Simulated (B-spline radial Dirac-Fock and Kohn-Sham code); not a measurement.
Ga: input and output of one calculation

ΔSCF core binding energies without Breit or QED terms, calculated with a radial finite-basis atomic code. Keys: rel is the Hamiltonian (dirac, or spin-free x2c and nr, where L3 and M5 stand for the whole 2p and 3d shells), method is hf or an exchange,correlation pair (spin-unpolarised, also for the hole states), nuc the nuclear model, radius_factor scales its radius, rmax is the box in bohr, h the logarithmic mesh step, order the B-spline order, points the quadrature points per cell, c_factor scales the speed of light, and damp, ndamp, maxit and tol steer the iteration. The run stops when the commutator error falls below 10·tol·max(1, Z/10), or the numerical noise floor, and the energy has settled to about 1e-8 Ha; the virial ratio is −V/T.

Input (task.json):

```json
{"items": [{"Z": 31, "q": 0, "cfg": [[1, 0, 2], [2, 0, 2], [2, 1, 6], [3, 0, 2], [3, 1, 6], [3, 2, 10], [4, 0, 2], [4, 1, 1]], "A": 69, "rrms": 3.9973, "do": "settings", "holes": ["K", "L3", "M5"],
  "settings": [{"rel": "dirac", "method": "hf", "nuc": "fermi", "radius_factor": 1.0, "rmax": 30.0, "h": 0.5, "order": 8, "points": 10, "c_factor": 1.0, "maxit": 60, "damp": 0.5, "ndamp": 3, "tol": 1e-06}]}]}
```

Command: `python xray2_run.py task.json out`

Ground-state iterations:

```
iter   energy (Ha)        error
   1    -1942.03165734  1.80e+00
   2    -1942.45613425  1.35e-01
   3    -1942.55207838  3.69e-02
   4    -1942.55298416  1.67e-02
   5    -1942.55326017  1.43e-03
   6    -1942.55326963  2.92e-04
   7    -1942.55327061  6.52e-05
   8    -1942.55327067  1.63e-05
```

The ground state converged in 8 iterations, with total energy -1942.55327 Ha, virial ratio 1.98000 and highest orbital energy -5.60 eV. ΔSCF binding energies: K (1s) 10396.0 eV, L3 (2p3/2) 1126.0 eV, M5 (3d5/2) 24.79 eV.
